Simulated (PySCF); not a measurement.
C4H6GeS, SMILES [GeH3][c]1cccs1, GFN2-xTB optimised geometry.

```
12

Ge     2.34    -0.29     0.00
C      0.41    -0.29     0.00
C     -0.45     0.76     0.00
C     -1.81     0.38     0.00
C     -1.97    -0.96    -0.01
S     -0.46    -1.79    -0.01
H      2.88    -0.86    -1.27
H      2.87    -1.12     1.13
H      2.82     1.11     0.15
H     -0.11     1.79     0.00
H     -2.63     1.08     0.00
H     -2.88    -1.53    -0.01
```

Density from PBE0/def2-TZVP in PySCF at that geometry.

Minimum of the electron density along straight lines between bonded atoms, close to the bond critical point (lines longer than 1.1 times the sum of covalent radii, or with two minima, are not listed):

| bond | length / Å | ρ at the minimum / e bohr⁻³ | ∇²ρ there / e bohr⁻⁵ | position (fraction from the first atom) |
|---|---|---|---|---|
| Ge1–C2 | 1.929 | ? | ? | 0.47 |
| C2–C3 | 1.364 | 0.330 | -0.96 | 0.51 |
| C3–C4 | 1.411 | 0.305 | ? | 0.50 |
| C4–C5 | 1.357 | 0.334 | -0.99 | 0.49 |
| C2–S6 | 1.730 | 0.211 | -0.41 | 0.47 |
| C5–S6 | 1.716 | 0.218 | -0.46 | 0.48 |
| Ge1–H7 | 1.493 | 0.143 | 0.09 | 0.60 |
| Ge1–H8 | 1.492 | 0.144 | 0.09 | 0.60 |
| Ge1–H9 | 1.491 | 0.144 | 0.09 | 0.60 |
| C3–H10 | 1.077 | 0.288 | -1.04 | 0.65 |
| C4–H11 | 1.076 | 0.288 | -1.04 | 0.65 |
| C5–H12 | 1.072 | 0.291 | -1.06 | 0.65 |

Problem. What belongs in the gaps?

Solution. 
- Ge1–C2, ρ at the minimum / e bohr⁻³: 0.130
- Ge1–C2, ∇²ρ there / e bohr⁻⁵: 0.16
- C3–C4, ∇²ρ there / e bohr⁻⁵: -0.87
